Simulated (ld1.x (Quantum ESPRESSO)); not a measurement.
Transferability test, TM potential for boron

```
Element                 : boron
Generator               : ld1.x (Quantum ESPRESSO) 7.5
Type                    : norm-conserving Troullier–Martins (Kleinman–Bylander form)
Functional              : LDA (PZ)
Relativity              : non-relativistic
Frozen core             : [He]
Valence charge          : 3
Reference configuration : 2s2 2p1
Partial waves           : 2s (bound): rc 1.55 bohr; 2p (bound): rc 2.10 bohr
Local potential         : all-electron potential smoothed inside 1.25 bohr (lloc = -1)
Core correction         : a·sin(br)/r model core inside 1.40 bohr
```

Energies are relative to the spin-unpolarised reference configuration 2s2 2p1; without spin polarisation the order of configurations can differ from experiment. Spin-polarised rows fill each open shell by Hund’s rule, majority spin first.

```tsv
valence configuration	charge	ΔE all-electron (eV)	error AE − PS (meV)
2s2 2p0	+1	8.329	+30
2s1 2p0	+2	33.626	+142
2s2 2p0.5	+0.5	2.944	+3.9
2s1 2p2	0	5.680	+3.5
2s0 2p3	0	11.388	+16
2s1 2p1	+1	14.278	-1.6
2s2 2p1 (spin-polarised)	0	-0.235	+22
2s1 2p0 (spin-polarised)	+2	32.898	+214
```

Problem. What are ΔE and the potential's error for 2s2 2p1.3?

Solution. ΔE = -0.773 eV all-electron; the error (AE − PS) is +0.3 meV.
